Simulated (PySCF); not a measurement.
1-chlorobutane (C4H9Cl), SMILES CCCCCl.

Geometry optimised at PBE-D3(BJ)/def2-SVP. One conformer was computed; it need not be the lowest.

These are PySCF with TDDFT-PBE/def2-SVPD values and carry that method's errors.

Vertical excitations. Isolated molecule, no solvent.

```tsv
state	energy (eV)	λ (nm)	f	main pairs
S1	6.69	185	0.003	HOMO→LUMO 97 %
S2	6.82	182	0.004	HOMO−1→LUMO 96 %
S3	6.99	177	0.004	HOMO→LUMO+1 98 %
S4	7.12	174	0.029	HOMO−1→LUMO+1 98 %
S5	7.39	168	0.002	HOMO→LUMO+2 99 %
S6	7.47	166	0.009	HOMO−2→LUMO 97 %
S7	7.51	165	0.006	HOMO−1→LUMO+2 98 %
S8	7.66	162	0.008	HOMO→LUMO+3 98 %
S9	7.76	160	0.009	HOMO−1→LUMO+3 99 %
S10	7.78	159	0.017	HOMO−3→LUMO 97 %
T1	6.12	203	0	HOMO→LUMO 98 %
T2	6.21	200	0	HOMO−1→LUMO 98 %
T3	6.91	179	0	HOMO→LUMO+1 98 %
T4	7.01	177	0	HOMO−1→LUMO+1 99 %
```
Triplets are in the Tamm–Dancoff approximation, which puts them higher than full response would, so one can lie above its singlet here.
